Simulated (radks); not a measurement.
All-electron atom: Co in [Ar] 3d7 4s2.

All-electron calculation, non-relativistic Kohn-Sham, BLYP, spin-unpolarised, spherical densities, point nucleus. Program: a radial shooting solver on a logarithmic mesh with Libxc functionals.

Energy parts (eV):
| part | energy |
|---|---|
| total | -37625.880 |
| kinetic | 37599.091 |
| electron-nucleus | -89652.789 |
| Hartree | 16037.366 |
| exchange-correlation | -1609.549 |

Orbitals (lengths in bohr, moments of r in powers of bohr; <r^-3> diverges for s and p1/2; r(90%) holds 90 % of the orbital's charge):
orbital,occ.,eigenvalue (eV),<1/r>,r(90%),<r^4>,<r^-3>
1s,2,-7518.283,26.51,0.101,0.00004806,-
2s,2,-883.0162,5.706,0.400,0.01084,-
2p,6,-766.8594,5.664,0.370,0.007977,528.2
3s,2,-99.5977,1.805,1.17,0.8186,-
3p,6,-64.8975,1.679,1.27,1.119,66.32
3d,7,-8.4093,1.290,1.88,7.191,5.931
4s,2,-5.3075,0.4451,4.52,179.5,-

The highest occupied level is 4s at -5.307 eV. Virial ratio -V/T = 2.00071. Summed over all electrons, <r^2> = 37.58 bohr^2, which gives a Langevin (diamagnetic) susceptibility term of -29.8 x 10^-6 cm^3/mol. For comparison, the ionisation energy in NIST's Atomic Spectra Database is 7.881 eV (measured). In exact Kohn-Sham theory the highest level is minus the ionisation energy, but local and semilocal functionals leave it too shallow, through self-interaction and a potential that decays too fast; potentials with the right tail come closer. The density falls to 0.001 e/bohr^3 at r = 4.41 bohr.

Beside tabulated values, note that spin-unpolarised runs miss the spin-polarisation part of the exchange energy of open shells.
